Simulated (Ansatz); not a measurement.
BBr2, SMILES [B](Br)Br (connectivity only; charge and spin as stated), charge +1, multiplicity 1.

The structure is a stationary point at B3LYP-D3(BJ)/def2-TZVP. The spin state was assumed, not searched. The isomer is the one that the SMILES or the coordinates give; other isomers of the formula were not compared.

Two levels are set side by side: PBE/def2-SVPD (Ansatz, a quantum-chemistry and plane-wave program) and ωB97X-V/def2-SVPD (Ansatz). Energy differences of separate SCF runs at the same geometry; the states with an electron removed or added have multiplicity 2 and 2. Differences are taken from unrounded values.

```
quantity                           ωB97X-V    PBE  PBE minus ωB97X-V
---------------------------------  -------  -----  -----------------
vertical ionisation energy (eV)      18.07  17.59              -0.48
vertical electron affinity (eV)       6.08   6.00              -0.08
vertical singlet–triplet gap (eV)     5.50   4.93              -0.57
```
